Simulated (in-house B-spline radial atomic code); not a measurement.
Radial electron density of Nd3+, [Xe] 4f3. Method: Dirac-Kohn-Sham B97-1, spherical fractional occupations, exact exchange averaged over the configuration, Fermi nucleus of rms radius 4.9123 fm. Calculated with a radial B-spline atomic code at the basis-set limit.

Columns: r (bohr), 4πr²n(r) (electrons per bohr), bar.

```
0.000943    2.905 #
 0.00116    4.109 ##
 0.00143    5.796 ##
 0.00176    8.093 ###
 0.00217    11.23 #####
 0.00267    15.35 ######
 0.00328    20.66 #########
 0.00404    27.43 ############
 0.00497    35.61 ###############
 0.00612    45.12 ###################
 0.00754    55.44 #######################
 0.00928    65.55 ############################
  0.0114    74.05 ###############################
  0.0141    79.64 ##################################
  0.0173    80.85 ##################################
  0.0213    78.05 #################################
  0.0262    73.42 ###############################
  0.0323    71.04 ##############################
  0.0398    75.14 ################################
   0.049    86.29 ####################################
  0.0603    99.08 ##########################################
  0.0742    104.2 ############################################
  0.0913    96.63 #########################################
   0.112    83.04 ###################################
   0.138    77.32 #################################
    0.17    84.94 ####################################
    0.21    90.71 ######################################
   0.258    76.86 ################################
   0.318    49.94 #####################
   0.391    34.83 ###############
   0.482    37.62 ################
   0.593    40.29 #################
    0.73    31.41 #############
   0.899    18.89 ########
    1.11    11.89 #####
    1.36    9.343 ####
    1.68    6.677 ###
    2.07    3.482 #
    2.54    1.252 #
    3.13   0.2831 
    3.85  0.03851 
    4.74 0.002783 
    5.84 9.812e-05
```

On this grid the curve has 4 maxima, near 0.0173, 0.0742, 0.21, 0.593 bohr.

The 4f7/2 radial function P(r) = rR(r), positive near the nucleus, with its small component Q(r) (sign convention: Q ≈ (P' + κP/r)/2c):

| r (bohr) | P | Q |
| --- | --- | --- |
| 0.0323 | 0.001341 | -6.69e-05 |
| 0.049 | 0.005646 | -0.0002693 |
| 0.0742 | 0.02145 | -0.0009641 |
| 0.112 | 0.07082 | -0.002944 |
| 0.17 | 0.2001 | -0.007505 |
| 0.258 | 0.4541 | -0.01496 |
| 0.391 | 0.7887 | -0.02224 |
| 0.593 | 1.006 | -0.02357 |
| 0.899 | 0.9231 | -0.0172 |
| 1.36 | 0.6223 | -0.008884 |
| 2.07 | 0.2957 | -0.00327 |
| 3.13 | 0.08923 | -0.0007939 |
| 4.74 | 0.01266 | -9.706e-05 |
